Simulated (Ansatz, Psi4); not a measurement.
The Psi4 input:
```
memory 2 GB

molecule {
0 2
Ga   -0.00000000   -0.00000000   -0.33770072
O     0.00000000    0.00000000    1.30859028
}

set {
  basis cc-pvtz
  reference uks
  scf_type pk
  puream true
  d_convergence 1e-8
  dft_radial_points 99
  dft_spherical_points 590
}

energy('r2scan')
print_variables()
```

Q: Convert this to an input for Ansatz (a first-principles code).

A: This is not unique; one that fits is 
Ansatz 0.2 input:
```yaml
crystal:
  periodic: [false, false, false]
  atoms:
    - {symbol: Ga, position_ang: [-0.00000000, -0.00000000, -0.33770072]}
    - {symbol: O, position_ang: [0.00000000, 0.00000000, 1.30859028]}
basis:
  gaussian:
    orbitals: cc-pVTZ
hamiltonian:
  xc: r2scan
magnetization: {spin_polarized: true, initial_magnetization: 1}
accuracy: high
```

Both were run: Psi4 gave -2000.044182 Eh and Ansatz -2000.044234 Eh, 0.052 mEh apart.
